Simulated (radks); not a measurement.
The numbers below are computed, except where a source is named.
Initial-state core-level shifts of the argon ion Ar2+ when its valence configuration changes from [Ne] 3s2 3p4. Level of theory: scalar-relativistic Kohn-Sham, SCAN, spin-polarised, spherical densities, finite nucleus; open shells are filled with parallel spins first; meta-GGA in the generalised Kohn-Sham scheme; Fermi nuclear charge, rms radius 3.4274 fm (a radial shooting solver on a logarithmic mesh with Libxc functionals). Shifts are changes of the shell-averaged eigenvalues in eV (positive: less bound); the change of the density at the nucleus, which sets a Mossbauer isomer shift, is in e/bohr^3, on a base of 4351.

| valence | 1s | 2s | 2p | density at nucleus |
|---|---|---|---|---|
| 3s1.5 3p4.5 | -0.660 | -0.652 | -0.644 | -9.3562 |
| 3s1 3p5 | -1.332 | -1.318 | -1.299 | -18.5927 |
| 3p6 | -2.769 | -2.718 | -2.683 | -38.0984 |
| 3s0.5 3p5.5 | -2.105 | -2.063 | -2.038 | -28.4001 |
